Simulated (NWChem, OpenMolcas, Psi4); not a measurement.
**How methods differ on SnH2F2 (SMILES [F][SnH2][F])**

The species is SnH2F2 (5 atoms), meant as a singlet with charge 0. As SMILES, `[F][SnH2][F]`. The shape is that of a PBE0-D4/def2-TZVP optimisation.

| atom | x (Å) | y (Å) | z (Å) |
| --- | --- | --- | --- |
| F | -0.3435 | -0.3563 | 1.7414 |
| Sn | 0.1289 | -0.0732 | -0.0862 |
| F | -1.2312 | 1.1107 | -0.7124 |
| H | -0.0874 | -1.5471 | -0.8891 |
| H | 1.5832 | 0.7921 | -0.0950 |

Quantity: the energy change with the Sn2–F3 bond stretched from 1.909 to 2.481 Å, in eV. The values are calculated.

| level | kind | program | value (eV) | CPU time (all runs) |
| --- | --- | --- | --- | --- |
| M06-L/def2-SVP (core potential) (restricted) | meta-GGA | Psi4 | 1.56 | 65 s |
| r2SCAN/def2-SVP (core potential) (restricted) | meta-GGA | OpenMolcas | 1.66 | 36 s |
| PBE0/def2-SVP (core potential) (restricted) | global hybrid | NWChem | 1.71 | 70 s |
| HSE06/def2-SVP (core potential) (restricted) | range-separated hybrid | Psi4 | 1.71 | 2 min |
| wB97M-V/def2-SVP (core potential) (restricted) | range-separated hybrid | Psi4 | 1.81 | 4.5 min |
| wB97X/def2-SVP (core potential) (restricted) | range-separated hybrid | Psi4 | 1.80 | 37 s |
| MP2/def2-SVP (core potential) (restricted) | perturbation theory | OpenMolcas | 1.81 | 5.8 s |
| MP3/def2-SVP (core potential) (restricted) | perturbation theory | Psi4 | 1.89 | 19 s |

The first shape isn't each level's own minimum. The values span 1.56 to 1.89 eV. In the correlated wave-function rows the outer d shell of Sn is correlated, in sets not made for it. Times are those of the runs behind each value, whatever else they computed, on shared processors of several kinds: orders of magnitude only.
